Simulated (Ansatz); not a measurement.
Total energies of Ga4P4H14, a cluster cut from wurtzite GaP (hydrogen-capped) from Ansatz at PBE0-D4/def2-TZVP, gas phase (1 Eh = 27.2114 eV = 2625.5 kJ/mol). The reference geometry is relaxed at PBE-D4/def2-SVP.

```xyz
22

Ga   -1.532   -0.255   -2.224
P    -0.007   -1.992   -1.316
Ga    1.073    2.410   -0.634
P    -1.109    1.424   -0.570
P     2.347    0.423    0.137
Ga    1.289   -1.653    0.662
Ga   -1.961    0.948    1.617
P    -0.408   -0.909    2.170
H    -0.877    0.117   -3.612
H    -2.963   -0.897   -2.047
H     0.930   -2.444   -2.297
H    -0.681   -3.235   -1.108
H     1.576    2.612   -2.116
H     1.275    3.451    0.536
H    -1.948    2.502   -1.001
H     3.399    0.081   -0.769
H     3.162    0.720    1.274
H     2.210   -2.836    1.135
H    -3.369    0.238    1.551
H    -1.567    2.073    2.653
H    -1.110   -2.095    2.550
H     0.271   -0.684    3.408
```

| state | geometry | energy (Eh) |
| --- | --- | --- |
| charge 0 singlet | reference | -9071.90068 |
| charge 1 doublet | reference | -9071.58011 |
| charge -1 doublet | reference | -9071.89620 |
| free Ga atom (doublet) | – | -1924.55212 |
| free P atom (quartet) | – | -341.13505 |
| free H atom (doublet) | – | -0.50104 |

Single mean-field runs in def2-TZVP are fitted with def2-universal-jkfit.

Problem. Work out the vertical ionisation energy to the doublet.

Solution. E(charge 1 doublet) − E(charge 0 singlet) = -9071.58011 − (-9071.90068) = 0.32057 Eh = 8.72 eV. For comparison, −ε of the highest occupied level is 7.28 eV at this level, 1.44 eV less.

Problem. Work out the vertical electron affinity, to the doublet.

Solution. E(charge 0 singlet) − E(charge -1 doublet) = -9071.90068 − (-9071.89620) = -0.00448 Eh = -0.12 eV; negative, so the extra electron isn't bound. The basis lacks diffuse functions, which makes affinities too small.

Problem. Give the fundamental gap IE − EA, the Mulliken electronegativity (IE + EA)/2 and the hardness (IE − EA)/2.

Solution. From the values in Eh: IE − EA = 0.32057 − (-0.00448) = 0.32505 Eh = 8.85 eV; (IE + EA)/2 = 4.30 eV; (IE − EA)/2 = 4.42 eV. The HOMO–LUMO gap of the same run is 6.23 eV, 2.62 eV smaller than the fundamental gap.

Problem. What is the binding energy per atom against free atoms?

Solution. Atoms: 4 × (-1924.55212) + 4 × (-341.13505) + 14 × (-0.50104) = -9069.76324 Eh. Binding: -9069.76324 − (-9071.90068) = 2.13744 Eh = 58.16 eV, or 2.64 eV for each of 22 atoms (no zero-point energy, no counterpoise term).

At PBE0-D4/def2-TZVP the highest occupied level of the charge -1 doublet lies above zero (up to 1.44 eV). Energy differences disagree on whether the electron is bound (positive means bound): -0.12 eV (vertical, to the charge 0 singlet, at PBE0-D4/def2-TZVP), but 0.07 eV at PBE-D4/def2-TZVP.
